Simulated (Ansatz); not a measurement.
Relaxation of BCl₃H₂ (6 atoms, charge 0, multiplicity 1), to a largest force component of 0.03 eV/Å in at most 50 steps.

These are results of RKS r2SCAN/def2-SVP (Ansatz), not measurements.

```xyz
6
Properties=species:S:1:pos:R:3:forces:R:3
B 0.025 -0.635 -0.425 0.00 -1.26 0.20
H 0.003 0.226 1.813 -0.05 1.73 -0.15
Cl 1.522 0.175 -0.782 0.08 0.02 -0.01
Cl -1.505 0.119 -0.772 -0.06 0.01 -0.01
Cl 0.058 -2.339 0.204 -0.02 0.94 -0.61
H 0.026 -0.470 1.982 0.05 -1.44 0.57
```

Question: Where does it end, and by what steps?

Answer: The run converged. After 12 steps the energy has fallen by 0.214 eV; H2 moved furthest, 0.55 Å.

```csv
step,energy less start (eV),largest force component (eV/Å),accepted
0,0.0000,1.733,yes
1,-0.1387,0.703,yes
2,-0.1008,1.063,no
3,-0.1350,0.916,no
4,-0.1628,0.786,yes
5,-0.1886,0.638,yes
6,-0.2095,0.075,yes
7,-0.2119,0.062,yes
8,-0.2132,0.060,yes
9,-0.2134,0.054,yes
10,-0.2135,0.035,yes
11,-0.2096,0.188,no
12,-0.2136,0.001,yes
```

```xyz
6
Properties=species:S:1:pos:R:3
B 0.026 -0.762 -0.686
H 0.000 0.437 2.317
Cl 1.523 0.093 -0.970
Cl -1.503 0.036 -0.963
Cl 0.059 -2.421 -0.136
H 0.024 -0.308 2.458
```

Whether the end is a true minimum wasn't checked by a vibrational analysis.

Time of the run: 32 s on 2 threads of Arm Neoverse V1, on a shared host, peak memory 0.16 GiB.
